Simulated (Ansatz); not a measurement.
`[CH3][SbH]` radical, relaxed with UKS PBE0-D4/def2-TZVP in Ansatz 0.2.0 from a PBE-D4/def2-SVP geometry. The force threshold is 0.005 eV/Å; the program also tests the step.

Charge 0, multiplicity 2. Sb: def2 effective core potential.

Start:

```xyz
6

C     0.557    0.098    0.279
Sb   -0.872    0.358   -1.375
H     0.127    0.510    1.212
H     1.498    0.629    0.041
H     0.768   -0.979    0.423
H    -2.078   -0.616   -0.580
```

```tsv
step	energy (eV)	largest force (eV/Å)	largest move (Å)
1	-7638.4162	0.548	0.000
2	-7638.4394	0.266	0.051
3	-7638.4451	0.053	0.030
4	-7638.4454	0.023	0.008
5	-7638.4455	0.002	0.003
```

End:

```xyz
6

C     0.548    0.095    0.276
Sb   -0.853    0.346   -1.351
H     0.126    0.499    1.195
H     1.470    0.624    0.037
H     0.765   -0.964    0.418
H    -2.056   -0.600   -0.575
```

Run time 22 s (2 threads of a server CPU on a shared host); peak host memory 0.21 GiB.
